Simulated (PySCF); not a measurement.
Spectrum to structure. Computed with PySCF, TDDFT CAM-B3LYP/def2-SVPD, vertical, gas phase, core orbitals frozen in the response. Geometries: PBE0-D3(BJ)/def2-SVP, one conformer each.

| state | ν̃ (cm⁻¹) | f | main configurations (H = HOMO, L = LUMO) |
| --- | --- | --- | --- |
| S1 | 60190 | 0.0008 | H-3→L+1 (22%), H-1→L+1 (16%) |
| S2 | 63570 | 0.0032 | H-4→L+1 (11%), H→L (9%), H-1→L+1 (9%) |
| S3 | 64480 | 0.0030 | H-4→L+3 (10%) |
| S4 | 66220 | 0.013 | H→L+1 (23%), H→L+2 (16%), H-1→L+2 (10%) |
| S5 | 66900 | 0.0023 | H→L (64%) |
| S6 | 68030 | 0.014 | H-1→L (44%) |
| S7 | 68320 | 0.023 | H-1→L+1 (24%), H→L+1 (22%), H-1→L (20%) |
| S8 | 70630 | 0.025 | H→L+2 (17%), H→L+3 (17%), H-5→L+1 (10%) |
| S9 | 71180 | 0.028 | H-2→L+1 (32%), H-2→L+2 (19%), H-2→L+3 (14%) |
| S10 | 71930 | 0.017 | H-3→L+1 (12%), H→L+2 (11%), H→L+1 (10%) |

Triplets computed (Tamm–Dancoff): 6.22, 6.76, 6.81, 7.43 eV.

Task: Which structure fits?
A. `O=C1CCCCN1`
B. `C([C@H]1CCOBO1)#N`
C. `CC(C)(C)N=C=O`

Result: B. Its S1, at 7.46 eV, is the highest among the candidates; the nearest of the others has S1 at 6.45 eV. S1 is HOMO-3→LUMO+1 (22%), HOMO-1→LUMO+1 (16%). Löwdin shares by element: HOMO oxygen 55%, carbon 11% or more, hydrogen 6% or more (atoms not listed hold the other 28%); LUMO boron 24%, carbon 19% or more, hydrogen 9% or more (atoms not listed hold the other 48%). At the same level the other candidates give, for their lowest levels:
- `O=C1CCCCN1`: 5.62 eV (f 0.001); 6.67 eV (f 0.030); 7.01 eV (f 0.082); 7.23 eV (f 0.077); 7.87 eV (f 0.006); T1 5.17 eV; HOMO -8.61, LUMO 1.02 eV
- `CC(C)(C)N=C=O`: 6.45 eV (f 0.001); 7.13 eV (f 0.025); 7.59 eV (f 0.004); 7.91 eV (f 0.002); 7.99 eV (f 0.001); HOMO -9.39, LUMO 0.86 eV
